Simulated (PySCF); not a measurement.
Isomers of C4H4F2O3, one GFN2-xTB conformer each. Single-point energies are computed at PBE0/pcSseg-1 (PySCF, gas phase, no added dispersion term), electronic only.

Problem. Rank them by PBE0/pcSseg-1 energy, lowest first (kJ/mol).
A. `[CH3:1][C:2](=[O:3])[O:4][C:5](=[O:6])[CH:7]([F:8])[F:9]` with C1–C2–O4–C5 -168°, C2–O4–C5–O6 7°, O4–C5–C7–F8 -133°
B. `[CH2:1]=[C:2]([O:3][CH:4]([F:5])[F:6])[C:7](=[O:8])[OH:9]` with C1–C2–O3–C4 -157°, C2–O3–C4–F5 165°, C1–C2–C7–O8 -159°, C2–C7–O9–H -179°
C. `C[C@@H]1OC(=O)OC1(F)F`

Solution. C (0.0), A (77.7), B (109.7).

As drawn, the highest has an O–H bond and a C=C bond outside aromatic rings, which the lowest lacks. GFN2-xTB itself gives, in the same order: 0.0, 141.5, 166.5. Both levels put the same isomer lowest; measured from each level's own lowest isomer, the values differ by up to 63.8 kJ/mol (CC(=O)OC(=O)C(F)F: 141.5 against 77.7).

Problem. Which frontier levels, dipoles and rotational constants go with these structures?

Solution. 
```json
{"SMILES": "C[C@@H]1OC(=O)OC1(F)F", "HOMO (eV, PBE0/pcSseg-1)": "-9.48", "LUMO (eV)": "0.36", "dipole (D)": "4.15", "A, B, C (MHz)": "2489, 1587, 1215"}
{"SMILES": "CC(=O)OC(=O)C(F)F", "HOMO (eV, PBE0/pcSseg-1)": "-8.33", "LUMO (eV)": "-1.52", "dipole (D)": "3.53", "A, B, C (MHz)": "3232, 1011, 801.8"}
{"SMILES": "C=C(OC(F)F)C(=O)O", "HOMO (eV, PBE0/pcSseg-1)": "-7.95", "LUMO (eV)": "-1.73", "dipole (D)": "3.22", "A, B, C (MHz)": "2939, 1185, 965.2"}
```

Problem. As an exercise, what shares would exp(−E/RT) give at 2000 K from these electronic energies alone (no entropy, no degeneracies)?

Solution. RT = 16.629 kJ/mol: C[C@@H]1OC(=O)OC1(F)F 98.9 %, CC(=O)OC(=O)C(F)F 0.9 %, C=C(OC(F)F)C(=O)O 0.1 %.
